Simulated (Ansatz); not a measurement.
`[SiH3][SnH]([Cl])[I]` → Cl• + 4 H• + I• + Si• + Sn•  (atomization)

Computed with Ansatz on PBE0-D4/def2-TZVP structures; ΔE is electronic, products minus reactants. CCSD(T)/CBS is the MP2 limit (def2-TZVPP, def2-QZVPP) plus CCSD(T) − MP2 in def2-TZVPP, frozen cores. This one scheme is used for every species, atoms too. For atomizations the MP2-based limit and the directly extrapolated one differ by several kJ/mol either way, and by 10 to 25 for some Ge, Se and Sn compounds, so smaller differences from it don't rank the levels. Functionals use def2-TZVPP. No spin–orbit coupling; open shells (•) take unrestricted orbitals. Spin–orbit coupling would lower the free atoms: a little for Cl, Si; strongly for I, Sn. def2 core potentials past Kr. Bonds to I, Sn are less sure, by a few kJ/mol each and by 10 to 20 or more in all where they break to atoms, as the def2 sets lack core-valence functions.

(1) What is ΔE at CCSD(T)/CBS? (An estimate is asked.)

(2) What do these levels give: revPBE-D4, BLYP-D4, r2SCAN-D4, PBE0-D4, r2SCANh-D4, PBE, r2SCAN, MP2/def2-SVP, CCSD/def2-SVP, MP2/def2-TZVPP, CCSD(T)/def2-TZVPP, HF/def2-QZVPP? (Estimate.)

Largest T1 diagnostic among the species: 0.012.

Answers

(1) The calculation gave: +21.49 eV.

(2) The calculation gave: revPBE-D4 20.54, BLYP-D4 20.67, r2SCAN-D4 21.19, PBE0-D4 20.95, r2SCANh-D4 21.11, PBE 20.75, r2SCAN 21.13, MP2/def2-SVP 19.33, CCSD/def2-SVP 19.14, MP2/def2-TZVPP 20.58, CCSD(T)/def2-TZVPP 20.60, HF/def2-QZVPP 15.60 eV.

From PBE to PBE0 (25 % exact exchange), in def2-TZVPP and without D4, ΔE moves by −0.03 eV: exact exchange takes away binding that semilocal exchange gives to molecules. Leaving LDA and LC-ωPBE aside and taking each functional with its dispersion term where it has one, the values, not all of them listed here, spread over 0.92 eV, from revPBE-D4 to B97M-V. LDA lies +2.99 eV from PBE without D4, its usual overbinding. In def2-TZVPP, CCSD(T) changes the Hartree–Fock value by +5.06 eV (the triples alone add +0.34 eV) and MP2 by +5.04 eV; breaking electron pairs costs correlation energy, which Hartree–Fock lacks.
